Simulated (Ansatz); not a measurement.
Input file for Ansatz (a quantum-chemistry and plane-wave program): R-r2SCAN/def2-TZVPP on BH (SMILES [BH]).

Ansatz 0.2 input:
```yaml
crystal:
  periodic: [false, false, false]
  atoms:
    - {symbol: B, position_ang: [-0.00948408, -0.01907124, -0.61615576]}
    - {symbol: H, position_ang: [0.00948408, 0.01907124, 0.61615576]}
basis:
  gaussian:
    orbitals: def2-TZVPP
hamiltonian:
  xc: {name: r2SCAN}
scf: {lower_state_search: off}
```

Output:

```
WARN ansatz: RAYON_NUM_THREADS=1 ignored (pool sized by the plan → 1); use --threads N
Functional definition: r2SCAN
these checks for a lower state are left out or cut short: stability, starts, cluster_reference, orbital_swaps, neighbouring_geometries, increment
integrals: 0.00 GiB planned
228 factors; their error is unknown
mean field: 0.07 GiB planned
mean field evaluation 1: about -687.2330 eV, gradient 7.6e0 eV
mean field evaluation 2: about -687.4279 eV, gradient 2.6e0 eV
mean field evaluation 4: about -687.4513 eV, gradient 9.4e-2 eV
mean field evaluation 8: about -687.4458 eV, gradient 1.8e-4 eV
mean field -687.44580644 eV, -25.2631674193 hartree, gradient 1.1e-6 eV, S^2 0.000000; 0 other end points of the search recorded, 0 dependent functions left out
reference -687.44581546 eV, -25.2631677508 hartree; 3, 3 occupied and 42, 42 virtual orbitals, 228 factors
Total energy: -687.44581546 eV, -25.2631677508 hartree
Checks for a lower state left out: stability, starts, cluster_reference, orbital_swaps, neighbouring_geometries, increment
```

Self-consistency was reached.

Cost: very roughly 0.6 core-seconds.
